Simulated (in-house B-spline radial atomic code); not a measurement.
A fraction x of an electron is removed from 3p in P+, starting from [Ne] 3s2 3p2 and keeping the highest spin. Computed with a B-spline radial code for spherical atoms: non-relativistic CAM-B3LYP, spin-polarised, spherical fractional occupations, point nucleus.

Caution: exact exchange at fractional occupations of open shells leaves self-interaction of up to several eV.

```tsv
x	E(x) - E(0) (eV)	3p up level (eV)
0	0.0000	-15.901
0.02	0.3196	-16.055
0.21	3.5100	-17.534
0.31	5.3028	-18.324
0.49	8.7308	-19.768
0.5	8.9288	-19.849
0.61	11.1614	-20.744
0.66	12.2089	-21.155
0.78	14.8068	-22.146
0.91	17.7563	-23.232
1	19.8813	-23.991
```

The exact functional would give a straight line between the two integer points. Deviations E(x) - E(0) - x[E(1) - E(0)], in eV: -0.078 at x = 0.02, -0.665 at x = 0.21, -0.86 at x = 0.31, -1.011 at x = 0.49, -1.012 at x = 0.5, -0.966 at x = 0.61, -0.913 at x = 0.66, -0.701 at x = 0.78, -0.336 at x = 0.91.

The curve lies below the straight line by up to 1.012 eV (at x = 0.5): convex, the delocalisation error, to which spherically averaged exact exchange adds.

Question: How well does Slater's transition state (minus the level at half occupation) give the ionisation energy?

Answer: It gives 19.849 eV against 19.881 eV from the two total energies; NIST lists 19.77 eV, ground level to ground level. The end point has an open shell averaged over its orbitals, so its exact exchange keeps a self-interaction and this is no true integer point.
